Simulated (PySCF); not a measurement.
Harmonic spectrum computed at PBE0 in the def2-TZVP basis family (core potentials from Rb on, PySCF, no spin–orbit coupling):

| symmetry | ω (cm⁻¹) | IR (km/mol, summed over degenerate members) |
| --- | --- | --- |
| πu | 59 | 0.8 |
| σg+ | 278 | 0.0 |
| σu+ | 422 | 17.3 |

Task: Which molecule gave it? In each, all ligands are bound to the one heavy central atom.
A. SbSe₂⁺ (singlet)
B. ClSe₂⁺ (singlet)
C. BrSe₂⁺ (singlet)
D. PSe₂⁺ (singlet)
E. BiSe₂⁺ (singlet)

Result: A. It has D∞h symmetry with Sb–Se 2.271 Å (×2).
